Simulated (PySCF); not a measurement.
## 3-ethynyltoluene (SMILES C#Cc1cccc(C)c1)

Molfile (atoms numbered from 1):
```
C9H8
     RDKit          3D

 17 17  0  0  0  0  0  0  0  0999 V2000
    3.6831    0.5692    0.2988 C   0  0  0  0  0  0  0  0  0  0  0  0
    2.4720    0.5035    0.3359 C   0  0  0  0  0  0  0  0  0  0  0  0
    1.0453    0.4269    0.3794 C   0  0  0  0  0  0  0  0  0  0  0  0
    0.2863    1.5152    0.8358 C   0  0  0  0  0  0  0  0  0  0  0  0
   -1.1012    1.4206    0.8729 C   0  0  0  0  0  0  0  0  0  0  0  0
   -1.7398    0.2544    0.4597 C   0  0  0  0  0  0  0  0  0  0  0  0
   -1.0036   -0.8454   -0.0018 C   0  0  0  0  0  0  0  0  0  0  0  0
   -1.7002   -2.0941   -0.4597 C   0  0  0  0  0  0  0  0  0  0  0  0
    0.3872   -0.7439   -0.0346 C   0  0  0  0  0  0  0  0  0  0  0  0
    4.7551    0.6275    0.2663 H   0  0  0  0  0  0  0  0  0  0  0  0
    0.7939    2.4255    1.1593 H   0  0  0  0  0  0  0  0  0  0  0  0
   -1.6923    2.2671    1.2304 H   0  0  0  0  0  0  0  0  0  0  0  0
   -2.8311    0.1926    0.4956 H   0  0  0  0  0  0  0  0  0  0  0  0
   -2.4228   -2.4469    0.2922 H   0  0  0  0  0  0  0  0  0  0  0  0
   -0.9867   -2.9069   -0.6532 H   0  0  0  0  0  0  0  0  0  0  0  0
   -2.2630   -1.9139   -1.3900 H   0  0  0  0  0  0  0  0  0  0  0  0
    0.9859   -1.5869   -0.3871 H   0  0  0  0  0  0  0  0  0  0  0  0
  1  2  3  0
  2  3  1  0
  3  4  1  0
  4  5  2  0
  5  6  1  0
  6  7  2  0
  7  8  1  0
  7  9  1  0
  9  3  2  0
  1 10  1  0
  4 11  1  0
  5 12  1  0
  6 13  1  0
  8 14  1  0
  8 15  1  0
  8 16  1  0
  9 17  1  0
M  END
```

Level of theory: quadratic response CAM-B3LYP/aug-cc-pVDZ first hyperpolarisability, Taylor convention, gas phase (PySCF). Geometry: PBE0-D3(BJ)/def2-SVP.

(1) Give the tensor of the static β(0;0,0) in the axes of these coordinates.

## Answers

(1) In au, Taylor convention; rows are the first index (the induced dipole):
|  | xx | yy | zz | xy | xz | yz |
| --- | --- | --- | --- | --- | --- | --- |
| x | -78.0 | -20.2 | -4.2 | -7.7 | -0.8 | -5.9 |
| y | -7.7 | -41.2 | -16.5 | -20.2 | -5.9 | -0.5 |
| z | -0.8 | -0.5 | -18.0 | -5.9 | -4.2 | -16.5 |

Norm of βᵢ = ⅓ Σⱼ (βᵢⱼⱼ + βⱼᵢⱼ + βⱼⱼᵢ): 123.0 au, hyper-Rayleigh value 46.5 au.
